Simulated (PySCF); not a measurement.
## Ions at one geometry of La(SH)3(H2O)

PySCF 2.14.0, RKS PBE0, La def2-SVP with ECP46, S def2-SVP, H def2-SVP, O def2-SVP; non-relativistic Hamiltonian with scalar-relativistic core potentials where named; density fitting; no spin-orbit coupling; singlets restricted, open shells unrestricted. The geometry is relaxed for charge 0, singlet, vacuum:

```xyz
10

La   -0.0971   -0.4389    0.0216
S     0.6993    1.8830    1.3386
H     1.9160    1.9658    0.7509
S    -2.2087   -1.8019    1.0801
H    -2.4902   -0.7932    1.9398
S     1.7032   -1.8160   -1.4970
H     1.0091   -2.9784   -1.4460
O    -1.1104    1.5468   -1.1911
H    -0.7318    2.2199   -0.5839
H    -1.9101    1.9042   -1.5940
```

Energies count from the relaxed state; an electron taken off or put on is at rest in vacuum. Charges and spins are Mulliken's.

```csv
state,energy (eV),spin squared,charge on La1 (e),spin on La1 (e),dipole about the centre of mass (D)
"charge 0, singlet, vacuum",0.00,0.00,0.83,0.00,4.41
"charge +1, doublet, vacuum",8.62,0.76,1.02,-0.09,2.80
```

Question: What does the state charge -1, doublet, vacuum give?

Answer: energy (eV) -0.30, spin squared 0.75, charge on La1 (e) 0.06, spin on La1 (e) 1.01, dipole about the centre of mass (D) 3.19.

With an electron taken off (doublet) the charges change, summed by element, by La +0.19 e, S +0.62 e, H +0.19 e, O -0.00 e. The vertical ionisation energy is 8.62 eV, against −ε(HOMO) = 6.92 eV of the relaxed state. The level lies 1.7 eV too high, as is usual for semilocal functionals and global hybrids, which keep a self-interaction error.

With an electron put on (doublet) the charges change, summed by element, by La -0.77 e, S -0.10 e, H -0.17 e, O +0.05 e. The vertical electron affinity is 0.30 eV, against −ε(LUMO) = 1.56 eV of the relaxed state. The basis has no diffuse functions, which an added electron needs. The added electron's level lies above zero.

Open shells may have lower solutions than those found.

No frequency check is given that shows the relaxed geometry to be a minimum.
